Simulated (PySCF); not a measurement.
A GIAO shielding run with PySCF 2.14.0 with density-fitted response routines (density fitting, non-relativistic, gas phase) on `ClC([Si@H](C#CC)[SiH2]Cl)Cl`, C₄H₇Cl₃Si₂:

```
$ OMP_NUM_THREADS=1 python probes_run.py task.json out

{"job": {"kind": "nmr", "xc": "PBE0", "basis": "pcSseg-1"}, "charge": 0, "multiplicity": 1}
C      3.402732    -0.786423     0.482060
C      2.031205    -0.509918     0.129334
C      0.883077    -0.288073    -0.170055
Si    -0.877457     0.072112    -0.578677
Si    -1.525646     2.177082     0.160122
Cl    -3.461937     2.575245    -0.245946
C     -1.836505    -1.307802     0.392525
Cl    -1.649244    -1.058264     2.142688
Cl    -3.563212    -1.253306    -0.034787
H      3.474660    -1.769424     0.946407
H      4.027690    -0.768333    -0.410325
H      3.764053    -0.036253     1.184714
H     -1.108728    -0.287452    -1.987537
H     -1.337849     2.379897     1.596516
H     -0.733724     3.191733    -0.540666
H     -1.496713    -2.321877     0.189700
```

Hardware: 1 thread of an Arm Neoverse V1, shared host. The job also computes population analyses, field gradients.

Problem. How large is the calculation?

Solution. 110 electrons, 223 basis functions and 1275 auxiliary functions.

Problem. How long does it take, and how much memory does it need?

Solution. 51 s of wall time, with 14 SCF cycles and 5 response iterations; peak memory 1.1 GiB. Times on a shared host scatter by some tens of per cent.
